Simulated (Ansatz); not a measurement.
Cartesian coordinates in Å:
```
C 1.380 -1.315 -0.958
C 0.723 -0.359 -0.369
C 0.058 0.585 0.217
C -1.369 0.545 0.645
I 1.078 2.389 0.622
H 1.408 -1.396 -2.040
H 1.925 -2.060 -0.385
H -1.454 0.702 1.723
H -1.944 1.332 0.151
H -1.806 -0.423 0.393
```

Charge 0, multiplicity 1. I takes the def2 core potential.

Problem. List the ωB97M-V/def2-TZVPP orbital energies in eV (Ansatz). (An estimate is asked.)

Solution. Computed: Occupied: -283.06, -282.22, -281.93, -281.83, -190.72, -136.57, -136.24, -136.24, -55.46, -55.35, -55.35, -55.07, -55.07, -25.99, -23.92, -22.23, -21.02, -16.69, -15.43, -15.37, -14.65, -14.51, -12.62, -10.83, -10.16, -9.52, -8.94. Lowest empty: 0.61, 2.25, 2.86, 3.16, 3.67, 4.53, 4.77, 4.88.
